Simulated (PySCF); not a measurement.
AlF3, SMILES [Al-]([F])([F])[F], charge -1, multiplicity 2. Atoms are numbered in the order given.

```xyz
4

Al     0.0000     0.0000     0.4089
F     -1.4022    -0.8096    -0.1969
F      0.0000     1.6191    -0.1969
F      1.4022    -0.8096    -0.1969
```
Charge -1, spin multiplicity 2.

Geometry: PBE0-D3(BJ)/def2-SVPD.

These are PBE0-D3(BJ)/def2-SVPD in PySCF values and carry that method's errors.

Frequencies are harmonic and unscaled.

Modes within 1.5 cm⁻¹ of each other (mostly degenerate sets) share a row, with their intensities summed.

Computed harmonic wavenumbers and intensities:
| mode | ν (cm⁻¹) | IR (km/mol) | moving atoms (share of kinetic energy) |
|---|---|---|---|
| 1–2 | 211 | 6.8 | F 87 %, Al 13 % |
| 3 | 305 | 49.7 | F 57 %, Al 43 % |
| 4 | 622 | 95.0 | F 75 %, Al 25 % |
| 5–6 | 738 | 263.2 | F 51 %, Al 49 % |
